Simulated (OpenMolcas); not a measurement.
**Levels of Re3+ by method**

```json
{
 "Program": "OpenMolcas",
 "Basis": "ANO-R2 [8s6p5d3f1g]",
 "Scalar Hamiltonian": "X2C, finite nucleus",
 "Active space": "4 electrons in 5 orbitals (5d)",
 "State averaging": "2S+1 = 5 even, 5 roots; 2S+1 = 3 even, 45 roots; 2S+1 = 1 even, 50 roots (44 in the spin-orbit step)",
 "Spin-orbit coupling": "state interaction with AMFI integrals over the reference wave functions, term energies averaged over their components"
}
```

Methods on the same reference wave functions:
A. CASSCF
B. SS-CASPT2, IPEA 0.25 Eh, imaginary shift 0.1 Eh (closed shells correlated: 5s 5p)
C. MS-CASPT2, IPEA 0.25 Eh, imaginary shift 0.1 Eh (closed shells correlated: 5s 5p)

Energies in cm⁻¹ above 5d⁴ ⁵D₀, the measured ground level; measured values from the list in Brasseur, Gamrath and Quinet, At. Data Nucl. Data Tables 157, 101636 (2024).

```csv
Level,A,B,C,Measured
5d⁴ ⁵D₀ [68 %],0.0,0.0,0.0,0.0
5d⁴ ⁵D₁,2480,3140,3120,3084
5d⁴ ⁵D₂,5200,6150,6110,5979
5d⁴ ⁵D₃,7702,8610,8550,8350
5d⁴ ⁵D₄,9880,10480,10410,10121
5d⁴ ³P₀(1) [57 %],17868,15620,15570,
5d⁴ ³H₄ [58 %],19230,18080,18000,16946
5d⁴ ³H₅,23233,22170,22110,20930
5d⁴ ³G₃ [59 %],23258,21250,21190,19817
5d⁴ ³P₁(1),23867,20910,20790,19340
5d⁴ ³F₂(1) [71 %],24353,21550,21480,19851
5d⁴ ³H₆,25197,24150,24090,22896
5d⁴ ³P₂(1) [60 %],29657,26290,26080,
5d⁴ ³F₃(1) [55 %],30824,28340,28260,26476
5d⁴ ³D₃ [60 %],33240,30140,30080,28526
5d⁴ ³G₅,33362,31720,31660,30052
5d⁴ ¹I₆,35570,33970,33910,32396
5d⁴ ³D₁,36696,33490,33460,31543
5d⁴ ¹G₄(1) [51 %],40755,38260,38210,
5d⁴ ¹S₀,42194,38680,38490,36484
5d⁴ ¹F₃ [69 %],45952,40740,40680,38458
5d⁴ ³P₂(2),50889,44720,44800,
```

Deviations, from unrounded energies. A percentage is the sum of absolute deviations over the sum of measured energies, with the sign that they share, or ± where signs differ.

| Against measurement | Levels | A | B | C |
| --- | --- | --- | --- | --- |
| mean absolute deviation (cm-1) | 17 | 3300 | 1300 | 1200 |
| fine structure of the ground term (%) | 4 | -8.3 | +3.1 | +2.4 |
| other terms of the ground configuration (%) | 13 | +15.5 | +6.2 | +6.0 |

C lies closest to measurement on these levels and A furthest from it. The largest miss of C in the table is 5d⁴ ¹F₃ [69 %], by +2200 cm-1. The ranking rests on the paired levels alone, and a cruder setting can come out closer through cancelling errors.

Between B and C the level of the table that moves most is 5d⁴ ³P₂(1) [60 %], by 210 cm-1 (lowest in C, highest in B). Moves below CASPT2's spread within the term are not significant.

The mean deviations of B to C differ by less than CASPT2's widest spread within a term (1100 cm-1), so their order carries little weight.

From A to B the spin-free energies of the other terms of 5d⁴ shown, above ⁵D, scale by factors of 0.75 to 0.88, as is usual when dynamic correlation screens the repulsion within a d or f shell.

The lowest spin-free term lies below A's lowest term by 0.268 hartree in B, 0.268 hartree in C.

Term energies are means over components that CASPT2 splits; among the terms shown or strongly mixed into the levels shown the widest spread is 1100 cm-1 (5d⁴ ¹I, C). Some high roots are left out of the spin-orbit mixing, which shifts the levels that they would mix with. Without dynamic correlation excited terms often stand tens of per cent too high (terms of higher spin than the ground term too low), and those without a measured partner can miss by more than the paired ones (holds for A). Some levels mix across a computed gap that differs much from the measured one, so their mixing is not that of the real levels (holds for A). The CASPT2 spread within a term exceeds the gap to the next term for 5d⁴ ³D and 5d⁴ ¹I, 5d⁴ ¹I and 5d⁴ ¹G(1), so the order of their levels is uncertain (holds for C). Computed and measured levels are paired by configuration, term and J; levels that our copy of the source lacks, or whose pairing is in doubt (as where it misses far off the trend of its configuration), stay unpaired and out of the deviations. Only configurations of the active space appear. Levels that lie high or do not pair safely by name in every column are left out.

A share in square brackets marks a mixed level and gives the weight of the term that names it, the lowest over the columns. A number in round brackets counts repeated terms of one configuration in the order of the reference energies.
